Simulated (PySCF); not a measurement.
Ga⁺: excitation energy

Ga⁺ [Ar] 3d10 4s2 (1S) → Ga⁺ [Ar] 3d10 4s1 4p1 (3P), as a difference of total energies. All numbers are calculated (PySCF 2.14, scalar relativity by spin-free X2C-1e, in x2c-TZVPPall with one added diffuse shell each of s, p, d type (7s6p5d1f, 57 functions)). Correlated levels: valence and next inner shell: [Ne] frozen. The calculations carry no spin-orbit coupling.

```tsv
method	excitation energy (eV)	error (eV)
UHF	4.651	-1.335
MP2 (valence and next inner shell)	5.595	-0.391
SCS-MP2 (valence and next inner shell)	5.749	-0.237
CCSD (valence and next inner shell)	5.740	-0.246
CCSD(T) (valence and next inner shell)	5.799	-0.187
```

Reference: 5.986 eV (measured; NIST levels, between the centres of gravity of the two terms).

Errors of the correlated levels include the incompleteness of this basis and the frozen core.
